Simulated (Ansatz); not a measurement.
Relaxation of F₂H₄W (7 atoms, charge 0, multiplicity 1), to a largest force component of 0.03 eV/Å in at most 50 steps.

Computed with RKS LDA/def2-SVP (Ansatz).

```xyz
7
Properties=species:S:1:pos:R:3
W -0.683 -0.271 -0.167
H 1.679 0.698 1.235
F 2.056 -0.156 1.129
H 0.038 1.071 0.572
F -2.362 0.034 -0.736
H -0.171 -1.866 0.235
H 0.253 0.491 -1.327
```

Q: Where does it end, and by what steps?

A: The forces met the threshold. After 21 steps the energy has fallen by 2.804 eV; H2 moved furthest, 1.76 Å. Parted: H2–F3 (0.94 → 2.62 Å). Joined: W1–H2 (2.91 → 1.89 Å), W1–F3 (3.03 → 1.81 Å).

```json
{"step": "0", "energy less start (eV)": "0.0000", "largest force component (eV/Å)": "0.598", "accepted": "yes"}
{"step": "1", "energy less start (eV)": "-0.1967", "largest force component (eV/Å)": "0.570", "accepted": "yes"}
{"step": "2", "energy less start (eV)": "-0.4381", "largest force component (eV/Å)": "0.496", "accepted": "yes"}
{"step": "3", "energy less start (eV)": "-0.6148", "largest force component (eV/Å)": "0.727", "accepted": "yes"}
{"step": "4", "energy less start (eV)": "-0.6656", "largest force component (eV/Å)": "1.612", "accepted": "yes"}
{"step": "5", "energy less start (eV)": "-0.7428", "largest force component (eV/Å)": "0.609", "accepted": "yes"}
{"step": "6", "energy less start (eV)": "-0.9273", "largest force component (eV/Å)": "1.051", "accepted": "yes"}
{"step": "7", "energy less start (eV)": "-1.3063", "largest force component (eV/Å)": "2.207", "accepted": "yes"}
{"step": "8", "energy less start (eV)": "-1.8126", "largest force component (eV/Å)": "2.028", "accepted": "yes"}
{"step": "9", "energy less start (eV)": "-2.2366", "largest force component (eV/Å)": "1.506", "accepted": "yes"}
{"step": "10", "energy less start (eV)": "-2.5101", "largest force component (eV/Å)": "0.921", "accepted": "yes"}
{"step": "11", "energy less start (eV)": "-2.5772", "largest force component (eV/Å)": "0.923", "accepted": "yes"}
{"step": "12", "energy less start (eV)": "-2.5997", "largest force component (eV/Å)": "1.537", "accepted": "yes"}
{"step": "13", "energy less start (eV)": "-2.7232", "largest force component (eV/Å)": "0.581", "accepted": "yes"}
{"step": "14", "energy less start (eV)": "-2.7643", "largest force component (eV/Å)": "0.506", "accepted": "yes"}
{"step": "15", "energy less start (eV)": "-2.7693", "largest force component (eV/Å)": "0.667", "accepted": "yes"}
{"step": "16", "energy less start (eV)": "-2.7992", "largest force component (eV/Å)": "0.190", "accepted": "yes"}
{"step": "17", "energy less start (eV)": "-2.8009", "largest force component (eV/Å)": "0.065", "accepted": "yes"}
{"step": "18", "energy less start (eV)": "-2.8026", "largest force component (eV/Å)": "0.064", "accepted": "yes"}
{"step": "19", "energy less start (eV)": "-2.8031", "largest force component (eV/Å)": "0.064", "accepted": "yes"}
{"step": "20", "energy less start (eV)": "-2.8031", "largest force component (eV/Å)": "0.050", "accepted": "no"}
{"step": "21", "energy less start (eV)": "-2.8036", "largest force component (eV/Å)": "0.020", "accepted": "yes"}
```

```xyz
7
Properties=species:S:1:pos:R:3
W 0.010 -0.309 0.175
H 0.492 1.520 0.231
F 1.486 -0.721 1.148
H 0.114 1.359 1.072
F -1.726 0.128 -0.123
H -0.253 -1.980 -0.233
H 0.688 0.002 -1.330
```

Whether the end is a true minimum wasn't checked by a vibrational analysis.

The run took 27 s on 1 thread of Intel(R) Xeon(R) Platinum 8488C (Sapphire Rapids), with other jobs on the host, peak memory 0.16 GiB.
